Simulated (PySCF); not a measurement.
# Radial density of Ni²⁺ (nickel, charge +2)

UHF, [Ar] 3d8, high-spin 3F determinant. Calculation: PySCF 2.14, in aug-cc-pV5Z; no relativity, point nucleus.

```csv
r (bohr),4πr²ρ (e/bohr),4πr²(ρα − ρβ)
0.000789,0.1119,0.0000
0.00133,0.3072,0.0000
0.00223,0.8261,0.0000
0.00376,2.146,0.0000
0.00632,5.262,-0.0001
0.0106,11.70,-0.0002
0.0179,22.14,-0.0004
0.0301,32.16,-0.0006
0.0506,31.92,-0.0001
0.0851,26.60,0.0071
0.143,36.00,0.0785
0.241,30.93,0.4895
0.405,15.93,1.5666
0.681,20.38,2.1696
1.15,8.302,1.0922
1.93,1.052,0.1764
3.24,0.03941,0.0042
5.45,0.0001194,0.0000
```
